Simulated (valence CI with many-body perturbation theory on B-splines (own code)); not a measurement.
The numbers below are computed, except where a source is named.
**Ho XXXVI: what the settings do**

Level of theory: valence CI with perturbative core correlation (CI+MBPT): four valence electrons over a frozen Dirac-Fock core [Ar] 3d10, a basis of 6 s, 6 p, 5 d, 3 f, 1 g functions for each j, with the one-electron correlation potential Σ1 (screened to all orders), the two-electron term Σ2, the three-electron term Σ3, Breit, model QED; selected single and double excitations, second order for the rest, scaled by the run's own slope (own B-spline code, finite nucleus).

The last digits are not significant, and no measured levels were compared; by estimate large intervals hold to a few tenths of a per cent, small ones and those within an open d or f shell to about a per cent.

The reference run has the lowest level (4s^2 4p1/2^2) J=0 and an ionisation energy of 1547.28 eV. Its largest variational space holds 9993 state functions.

Levels are named by their leading jj configuration (3d3/2^4 stands for four electrons in 3d with j = 3/2), which in mixed levels can hold well under half, so a name can repeat and another be missing. Letters in brackets count levels of one name in rising energy.

Changed runs:
A. orbitals per symmetry with explicit Σ2 and valence Breit (the others get mean screening factors) 5 → 7
B. lowest core n in screening and Σ2 1 → 1
C. shift of the energy in Σ1 (hartree) 0 → 16.9
D. cutoff of virtual states (hartree) 8978 → 253.5 (bad on purpose)

Excitation energies of the reference run in cm⁻¹, and shifts in cm⁻¹:

| Level | Reference | A | B | C | D |
| --- | --- | --- | --- | --- | --- |
| (4s^2 4p1/2 4p3/2) J=1 | 420737 | -2.2 | 0 | +230 | -126 |
| (4s^2 4p1/2 4p3/2) J=2 | 450462 | -2.3 | 0 | +234 | -126 |
| (4s^2 4p3/2^2) J=2 | 893553 | -4.6 | 0 | +465 | -250 |
| (4s^2 4p3/2^2) J=0 | 958782 | -6.3 | 0 | +471 | -251 |
| (4s 4p1/2^2 4p3/2) J=2 | 1055690 | -1.6 | 0 | +84 | +300 |
| (4s 4p1/2^2 4p3/2) J=1 | 1157650 | -1.4 | 0 | +98 | +306 |
| (4s 4p1/2 4p3/2^2) J=2 [a] | 1439880 | -4.1 | 0 | +316 | +151 |
| (4s^2 4p1/2 4d3/2) J=2 | 1455160 | -3.8 | 0 | +254 | +25 |
| (4s 4p1/2 4p3/2^2) J=3 | 1498640 | -3.6 | 0 | +340 | +145 |
| (4s^2 4p1/2 4d3/2) J=1 | 1563660 | -2.6 | 0 | +276 | +105 |
| (4s 4p1/2 4p3/2^2) J=0 | 1565200 | -5.5 | 0 | +318 | +174 |
| (4s 4p1/2 4p3/2^2) J=1 [a] | 1618520 | -4.5 | 0 | +320 | +162 |
| Ionisation energy (eV) | 1547.28 | -0.0013 | 0 | +0.46 | -0.19 |

No effect on these energies: B.
